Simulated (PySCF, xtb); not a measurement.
Si(F)2(OH)(OSiH3) (F2H4O2Si2), SMILES F[Si](O[SiH3])(O)F. Other conformers were not sampled.

Harmonic wavenumbers (cm⁻¹) from GFN2-xTB run with xtb 6.7.1 at its own minimum, in rising order: 20, 52, 62, 166, 204, 221, 260, 299, 307, 583, 601, 630, 747, 771, 776, 813, 857, 895, 1016, 1170, 2268, 2281, 2302, 3674.

What does PBE0-D3(BJ)/def2-SVP (PySCF) give at its own minimum? (An estimate is asked for; the answer gives what the named calculation found.)

23, 41, 53, 163, 257, 280, 332, 377, 385, 608, 728, 737, 778, 888, 949, 950, 976, 988, 1016, 1173, 2253, 2256, 2274, 3947. Paired by order, the mean absolute difference is 68 cm⁻¹ and the zero-point energies are 30.0 and 32.1 kcal/mol.
